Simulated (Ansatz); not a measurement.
(ClBe-mu-F)2 (Be₂Cl₂F₂). Charge 0, multiplicity 1. Geometry r2SCAN-D4/def2-SVP; atoms count from 1.

```xyz
6

Be   -1.112   -0.189    0.083
Cl   -2.914   -0.492    0.215
F    -0.055    0.705    0.861
Be    1.112    0.188   -0.082
Cl    2.913    0.496   -0.218
F     0.056   -0.707   -0.860
```

Question: Estimate the Mulliken populations from the PBE0/def2-TZVP orbitals of Ansatz.

Answer: 
| atom | charge (e) |
| --- | --- |
| Be1 | 0.40 |
| Cl2 | -0.18 |
| F3 | -0.22 |
| Be4 | 0.40 |
| Cl5 | -0.18 |
| F6 | -0.22 |
Mulliken values and Mayer orders depend strongly on the basis.

Question: And the Mayer bond orders between bonded heavy atoms (over 0.3)?

Answer: Be1–Cl2 1.32 (1.83 Å); Be1–F3 0.65 (1.59 Å); Be1–F6 0.65 (1.59 Å); F3–Be4 0.65 (1.59 Å); Be4–Cl5 1.32 (1.83 Å); Be4–F6 0.65 (1.59 Å).
